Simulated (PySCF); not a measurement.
CH₃BBrClO, SMILES COB(Cl)Br. Atoms are numbered in the order given.

```xyz
8

B     -0.2286    -0.5684     0.1180
Cl    -0.5875    -1.2402     1.7075
Br     0.4820     1.2381    -0.0007
O     -0.4562    -1.3212    -0.9541
C     -0.2484    -1.0043    -2.3203
H      0.4646    -1.7280    -2.7423
H     -1.2074    -1.1008    -2.8503
H      0.1428     0.0158    -2.4471
```

The structure is a stationary point at B3LYP-D3(BJ)/def2-SVP. One conformer was computed; it need not be the lowest.

Level of theory: PySCF with TDA-LC-ωPBE/def2-SVPD.

Vertical excitations. Isolated molecule, no solvent.

```json
[
 {"state": "S1", "energy (eV)": "6.97", "λ (nm)": "178", "f": "0.000", "main pairs": "HOMO→LUMO+1 97 %"},
 {"state": "S2", "energy (eV)": "7.72", "λ (nm)": "161", "f": "0.102", "main pairs": "HOMO−1→LUMO+1 88 %"},
 {"state": "S3", "energy (eV)": "7.80", "λ (nm)": "159", "f": "0.001", "main pairs": "HOMO−3→LUMO+1 91 %"},
 {"state": "S4", "energy (eV)": "7.97", "λ (nm)": "156", "f": "0.035", "main pairs": "HOMO→LUMO 52 %, HOMO→LUMO+9 14 %, HOMO→LUMO+2 8 %"},
 {"state": "S5", "energy (eV)": "8.07", "λ (nm)": "154", "f": "0.000", "main pairs": "HOMO−4→LUMO+1 83 %"},
 {"state": "S6", "energy (eV)": "8.15", "λ (nm)": "152", "f": "0.028", "main pairs": "HOMO−1→LUMO 52 %, HOMO−1→LUMO+9 20 %"},
 {"state": "S7", "energy (eV)": "8.38", "λ (nm)": "148", "f": "0.274", "main pairs": "HOMO−2→LUMO+1 84 %"},
 {"state": "S8", "energy (eV)": "8.75", "λ (nm)": "142", "f": "0.016", "main pairs": "HOMO→LUMO 26 %, HOMO→LUMO+2 17 %, HOMO→LUMO+7 16 %, HOMO→LUMO+5 14 %"},
 {"state": "S9", "energy (eV)": "9.02", "λ (nm)": "137", "f": "0.094", "main pairs": "HOMO−2→LUMO 29 %, HOMO−1→LUMO 16 %, HOMO−1→LUMO+5 12 %, HOMO−1→LUMO+7 8 %"},
 {"state": "S10", "energy (eV)": "9.08", "λ (nm)": "137", "f": "0.000", "main pairs": "HOMO−2→LUMO 38 %, HOMO−1→LUMO 12 %, HOMO−1→LUMO+7 9 %, HOMO−2→LUMO+2 7 %"},
 {"state": "T1", "energy (eV)": "6.81", "λ (nm)": "182", "f": "0", "main pairs": "HOMO→LUMO+1 95 %"},
 {"state": "T2", "energy (eV)": "6.82", "λ (nm)": "182", "f": "0", "main pairs": "HOMO−1→LUMO+1 83 %"},
 {"state": "T3", "energy (eV)": "7.09", "λ (nm)": "175", "f": "0", "main pairs": "HOMO−2→LUMO+1 81 %, HOMO−1→LUMO+1 12 %"},
 {"state": "T4", "energy (eV)": "7.38", "λ (nm)": "168", "f": "0", "main pairs": "HOMO→LUMO 33 %, HOMO→LUMO+9 29 %, HOMO→LUMO+5 11 %, HOMO→LUMO+2 9 %"}
]
```
Triplets are in the Tamm–Dancoff approximation.
